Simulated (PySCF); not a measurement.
A GIAO shielding run with PySCF 2.14 (density fitting, non-relativistic, gas phase) on `C[C@@]1(F)C[Si@@H](F)CS1`, C4H8F2SSi:

```
$ OMP_NUM_THREADS=1 python probes_run.py task.json out

{"job": {"kind": "nmr", "xc": "PBE0", "basis": "pcSseg-1"}, "charge": 0, "multiplicity": 1}
C      2.276590    -0.306329    -0.344660
C      0.857254    -0.215401     0.178728
F      0.895839    -0.263457     1.569283
C      0.110414     1.051791    -0.210485
Si    -1.699144     0.778100     0.294682
F     -2.668155     1.448120    -0.809954
C     -1.762078    -1.116464     0.124718
S     -0.100616    -1.677829    -0.392864
H      2.753242    -1.202966     0.045098
H      2.263961    -0.356149    -1.429619
H      2.846818     0.563595    -0.024432
H      0.585856     1.901218     0.278947
H      0.199581     1.192681    -1.288052
H     -2.106500     1.292859     1.586408
H     -2.453966    -1.454655    -0.643456
H     -2.006695    -1.626169     1.054248
```

Hardware: 1 thread of an Arm Neoverse N1, shared host. The job also computes population analyses, field gradients, ring-centre shieldings.

Q: How large is the calculation?

A: 80 electrons, 190 basis functions and 1032 auxiliary functions.

Q: How long does it take, and how much memory does it need?

A: 66 s of wall time, with 14 SCF cycles and 5 response iterations; peak memory 0.85 GiB. Times on a shared host scatter by some tens of per cent.
